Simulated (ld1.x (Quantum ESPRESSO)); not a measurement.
# Which change was made? (Ne, PAW)

neon (Ne), PAW, made with ld1.x (Quantum ESPRESSO) 7.5 (PBE, non-relativistic). Core none, reference 1s2 2s2 2p6. Waves: 1s (bound): rcut 0.30, rcutus 0.35 bohr; 2s (bound): rcut 0.30, rcutus 0.35 bohr; 2p (bound): rcut 0.95, rcutus 1.05 bohr; 2p channel at -0.6 Ry: rcut 0.95, rcutus 1.05 bohr; 3d channel at 0.3 Ry: rcut 0.80, rcutus 0.90 bohr; 3d channel at 2.8 Ry: rcut 0.80, rcutus 0.90 bohr. Local part: all-electron potential smoothed inside 0.25 bohr (lloc = -1). Core correction: none. Augmentation charge: PSQ, inside the norm-conserving radii.

Cutoffs, loose and tight: the cutoffs (Ry, on a coarse ladder) from which the occupation-weighted sum of valence levels, in a spherical-Bessel basis at the reference potential, stays within 10 and 1 mRy of its value at 400 Ry. They do not see the model core or the augmentation charge, which bear on the density cutoff. Test errors are all-electron minus pseudo excitation energies from the reference, over the configurations 1s2 2s2 2p5; 1s2 2s2 2p4; 1s2 2s2 2p3; 1s2 2s2 2p2; 1s1 2s2 2p6; 1s2 2s2 2p5.5; 1s2 2s1 2p6; variants that change the core or the reference have their own tests.

The base gives: outcome: generated, overlap not positive; bound ghosts: not determined (overlap not positive); largest test error (meV): -409.

Q: After one change the result is: outcome: generated, overlap not positive; bound ghosts: not determined (overlap not positive); largest test error (meV): -614. Which change was it?
A. all radii scaled by about 1.09 (s 0.38, p 1.14, d 0.98 bohr, rcut 0.32/1.04/0.88); local potential all-electron potential smoothed inside 0.28 bohr (lloc = -1)
B. augmentation BESSEL, radius 0.25 bohr
C. local potential all-electron potential smoothed inside 0.98 bohr (lloc = -1)

A: A. The others give: local potential all-electron potential smoothed inside 0.98 bohr (lloc = -1) → outcome: failed: new_paw_hamiltonian: negative rho | augmentation BESSEL, radius 0.25 bohr → outcome: generated, overlap not positive; bound ghosts: not determined (overlap not positive); largest test error (meV): -79. A file whose overlap is not positive is unfit for use, and its test errors describe a broken file.
